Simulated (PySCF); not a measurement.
Calculation: PBE-D3(BJ)/def2-TZVP // PBE0-D3(BJ)/def2-TZVP run with PySCF. Isolated molecules, 0 K electronic values unless said otherwise. 

Reference species (SMILES): `[F][Al][F]` (neutral, multiplicity 2).

The dipole moment comes out as 1.68 D.

Changed species: `[AlH][F]` (radical fragment; the reference has radical fragment).

Predict the effect on the dipole moment.

the dipole moment decreases by 0.22 D, to 1.46 D.
